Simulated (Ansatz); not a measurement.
Relaxation of BH8NOSi (12 atoms, charge 0, multiplicity 1), to a largest force component of 0.03 eV/Å in at most 50 steps.

Computed with RKS PBE-D4/6-31G* in Ansatz 0.2.0.

```xyz
12
Properties=species:S:1:pos:R:3
B 0.130 -0.375 -0.236
H 0.059 -0.754 0.898
N 1.369 -0.410 -0.906
H 2.217 -0.765 -0.479
H 1.495 -0.051 -1.851
O -0.974 0.152 -0.900
H -1.773 0.053 -0.351
Si 0.000 2.404 1.256
H 0.562 3.293 2.337
H 0.666 2.745 -0.039
H -1.475 2.667 1.151
H 0.230 0.984 1.582
```

Where does it end, and by what steps?

The forces met the threshold. The force dipped under the threshold on the way, but the program's further checks kept it going. After 34 steps the energy has fallen by 0.260 eV; H2 moved furthest, 1.95 Å.

```tsv
step	energy less start (eV)	largest force component (eV/Å)	accepted
0	0.0000	0.691	yes
2	-0.1825	0.387	yes
4	-0.2292	0.403	yes
6	-0.2391	0.169	yes
8	-0.2451	0.105	yes
10	-0.2472	0.042	yes
12	-0.2489	0.215	yes
14	-0.2522	0.105	yes
16	-0.2503	0.470	no
18	-0.2555	0.105	yes
20	-0.2567	0.092	yes
22	-0.2579	0.080	yes
24	-0.2588	0.092	yes
26	-0.2592	0.019	yes
28	-0.2596	0.040	yes
30	-0.2600	0.035	yes
32	-0.2602	0.038	yes
34	-0.2604	0.016	yes
```

```xyz
12
Properties=species:S:1:pos:R:3
B 0.075 -0.850 -0.505
H -0.263 -2.012 -0.552
N 1.376 -0.475 -0.891
H 2.068 -1.144 -1.212
H 1.700 0.490 -0.865
O -0.799 0.143 -0.080
H -1.657 -0.240 0.173
Si -0.008 2.785 1.271
H 0.376 4.078 1.937
H 0.828 2.645 0.036
H -1.461 2.852 0.923
H 0.267 1.669 2.228
```

Whether the end is a true minimum wasn't checked by a vibrational analysis.

Run time: 110 s on 1 thread of Arm Neoverse V1, with other jobs on the host, peak memory 0.14 GiB.
